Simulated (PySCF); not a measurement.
# Simulated characterisation data

[PySCF 2.14: NMR shieldings at PBE0/pcSseg-1/GIAO; geometry: GFN2-xTB; isolated molecule; one computed conformer; one averaged value for each set of equivalent atoms; non-relativistic Hamiltonian]

δ = σ(ref) − σ, references computed at the same level: TMS for 1H (31.72 ppm), 13C (186.93 ppm). Where no couplings were computed, multiplicities follow the n + 1 count of equivalent neighbours, and m marks all less simple cases (inequivalent or close neighbours, rings, F or P nearby). Shifts are as computed. Against solution values, carbons near 30 ppm lie about +3 ppm off and those near 130 ppm about +5 ppm. Of 1211 compounds with measured shifts, 218 miss one by over three times the rms of a fit or turn the order of signals round; such compounds aren't used in these exercises. OH and NH positions are gas-phase values without hydrogen bonding to other molecules.

**1.** `Nc1cccc2cn[nH]c12`, C₇H₇N₃. 1H NMR (400 MHz, computed): δ 9.27 (br s, 1H), 8.04 (m, 1H), 7.45 (m, 1H), 7.33 (m, 1H), 6.81 (d, 1H), 3.43 (br s, 2H). 13C{1H} NMR (computed): δ 138.0, 135.2, 133.9, 130.8, 127.0, 115.0, 112.6.

**2.** SMILES C1C[C@H]2C[C@@H]1C2, C₆H₁₀. 1H NMR (400 MHz, computed): δ 2.41 (m, 2H), 1.66 (m, 4H), 1.59 (m, 2H), 0.79 (m, 2H). 13C{1H} NMR (computed): δ 40.8 (CH), 40.0 (CH2), 29.5 (CH2).
